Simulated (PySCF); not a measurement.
A structure optimised at PBE-D3(BJ)/def2-SVP, used in a PySCF frequency run:

```xyz
12

C      2.1887     0.0237     0.9681
N      1.0606    -0.5218     0.2368
Si    -0.4998     0.1817     0.0822
N     -1.5880    -1.1015    -0.3088
F     -0.7084     1.2406    -1.1634
H      1.8327     0.8006     1.6756
H      2.7078    -0.7516     1.5747
H      2.9531     0.5054     0.3151
H      1.2957    -1.2727    -0.4177
H     -0.7003     1.0148     1.3149
H     -2.4749    -0.8827    -0.7673
H     -1.6815    -1.9016     0.3195
```

Write its SMILES and formula.

CN[Si@H](N)F, CH7FN2Si

What are its rotational constants (standard atomic weights)?

6.2588, 2.6028, 2.0261 GHz
